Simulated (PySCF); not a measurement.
BFH₄OSi, SMILES [SiH3]OBF. Heavy atoms are numbered as in [BH:1]([F:2])[O:4][SiH3:5]. Hydrogens are named by the atom that carries them.

Geometry: TPSSh-D3(BJ)/def2-SVP. The values are those of a single conformer.

Level of theory: HF/def2-TZVPD in PySCF.

Mulliken values depend strongly on the basis, most of all with diffuse functions as here. Atomic charges (e), one atom of each kind:

| atom | meta-Löwdin | Mulliken |
|---|---|---|
| B1 (BH) | 0.61 | 0.48 |
| F2 | -0.38 | -0.37 |
| H on B1 | -0.03 | 0.03 |
| O4 | [?] | -0.35 |
| Si5 (SiH3) | [?] | 0.28 |
| H on Si5 | [?] | -0.02 |

**Question.** Fill in the missing entries. (The exact figures need the calculation; the answer reports its results.)

**Answer.** 
- O4, meta-Löwdin: -0.70
- Si5 (SiH3), meta-Löwdin: 0.93
- H on Si5, meta-Löwdin: -0.15
